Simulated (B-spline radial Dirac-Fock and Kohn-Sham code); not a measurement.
**Binding energies of W²¹⁺ at several levels of theory**

System: tungsten as W²¹⁺, configuration [Kr] 4d10 4f7.

The density-functional columns are spherical, spin-unpolarised Dirac-Kohn-Sham results without Breit or QED terms: −ε is minus the orbital energy of the initial state and ΔSCF the difference of two total energies. The reference in the last column comes from ΔSCF Dirac-Fock with Breit, self-energy and vacuum polarisation, finite nucleus, configuration average. All numbers are from a radial finite-basis atomic code, in eV; a selection of levels is shown. The Kohn-Sham columns are given as differences from the reference. For the 1s level of heavy atoms much of the gap between ΔSCF and the reference is the Breit and QED part, -349.2 eV here; for other levels the error of the functional can be larger.

```
level  LDA −ε − DF  LDA ΔSCF − DF  Dirac-Fock
   1s       -232.5         +336.7     70129.8
   2s       -175.5          -59.4     12715.4
2p1/2       -128.0          +17.3     12151.6
2p3/2       -142.0          -15.0     10814.4
   3s        -97.4          -53.9      3433.6
3p1/2        -79.8          -33.9      3185.1
3p3/2        -78.9          -36.2      2891.4
3d3/2        -57.5           -8.6      2479.0
3d5/2        -58.8          -11.0      2416.5
   4s        -51.1          -27.5      1171.5
4p1/2        -42.7          -19.2      1066.2
4p3/2        -42.5          -20.0       992.4
4d3/2        -28.1           -5.8       817.5
4d5/2        -28.3           -6.3       803.2
   4f        -19.7           +2.4       589.7
```

Values without a named source are computed, but for edge energies of neutral atoms, which are taken from tables.
